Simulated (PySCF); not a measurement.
Species: C6H9N2 (doublet state).
Z-matrix (Å and degrees, GFN2-xTB geometry), rows numbered from 1:
```
C 
N   1  1.4335
C   2  1.2492  1  121.57
C   3  1.4989  2  129.75  1  -179.00
C   4  1.5624  3   88.27  2   174.04
C   5  1.4578  4  118.06  3   123.31
N   6  1.2167  5  143.36  4    19.19
C   3  1.5170  2  136.81  1    -1.24
H   1  1.0909  2  107.91  3   120.42
H   1  1.0906  2  107.89  3  -123.43
H   1  1.0961  2  114.20  3    -1.54
H   4  1.0894  3  113.38  2   -70.50
H   4  1.0884  3  115.36  2    55.97
H   5  1.0922  4  112.75  3  -109.91
H   7  1.0244  6  128.35  5     1.15
H   8  1.0891  3  115.67  2   -56.07
H   8  1.0900  3  113.60  2    71.11
```

The hyperfine couplings belong to this conformer and change with its torsions.

As a line formula: `[H]/N=[C]\C1CC(=NC)C1` [radical].

Computed with UKS B3LYP, pcH-1 on C H N, non-relativistic, mean-field spin-orbit, GIAO (PySCF 2.14.0). Isolated species at its GFN2-xTB geometry (one conformer only). A GFN2-xTB geometry isn't a minimum of the functional, and hyperfine couplings can be far from their values at a DFT geometry. No stability test was run, so a lower SCF solution isn't excluded.

Principal values of hyperfine tensors in MHz (contact and dipolar terms together), for some of the nuclei:

```tsv
atom	isotope	A1	A2	A3
C6	13C	324.23	330.97	486.73
H15	1H	226.20	230.97	245.52
N7	14N	118.98	123.07	142.26
C5	13C	81.64	83.25	107.32
C4	13C	24.32	24.92	44.37
C8	13C	12.94	13.43	16.77
H13	1H	1.70	4.88	10.27
H12	1H	-7.31	-2.25	2.00
```

Split each tensor into its isotropic and traceless parts, and turn a_iso into mT with g = 2.0016.

a_iso = (A1 + A2 + A3)/3, Ti = Ai − a_iso; 1 mT corresponds to 28.015 MHz.

```
atom  a_iso (MHz)  a_iso (mT)      T1      T2      T3
  C6       380.64      13.587  -56.42  -49.67  106.09
 H15       234.23       8.361   -8.03   -3.26   11.29
  N7       128.10       4.573   -9.12   -5.03   14.16
  C5        90.74       3.239   -9.10   -7.49   16.58
  C4        31.20       1.114   -6.88   -6.28   13.16
  C8        14.38       0.513   -1.44   -0.95    2.39
 H13         5.62       0.201   -3.92   -0.74    4.65
 H12        -2.52      -0.090   -4.79    0.27    4.52
```

What spin density at the nucleus of H15 lies behind its contact coupling (g_N = 5.58569)?

a_FC = 800.24 MHz bohr³ × g_N × ρ(0)/(2S). With a_FC = 234.23 MHz and 2S = 1, ρ(0) = 0.0524 bohr⁻³. In magnitude that is 16.5 % of the 1/π = 0.318 of a free hydrogen atom.

C3 (13C, g_N = 1.40482) isn't in the table. Its spin density at the nucleus is -0.002851 bohr⁻³. What is its contact coupling?

By the same relation, a_FC = -3.20 MHz. Its full tensor has the principal values -4.13, -3.21, -2.27 MHz.

Which nucleus of the table has the largest anisotropic coupling, and what is its form?

C6: -56.4, -49.7, 106.1 MHz, nearly axial, close to the ratio −1:−1:+2, the form that spin in one p orbital centred on that nucleus gives.

What first-order splitting does N7 cause when the field lies along A1, A2 or A3 of its tensor (g taken as isotropic, no quadrupole term)?

3 lines (I = 1), spaced by |A_i|/(g × 13.996): 4.25, 4.39, 5.08 mT along the axes of A1, A2 and A3.

On Arm Neoverse V1, one thread, shared host, this took 79 s wall (grids of density and orbitals included) and 0.97 GiB of memory at its peak.
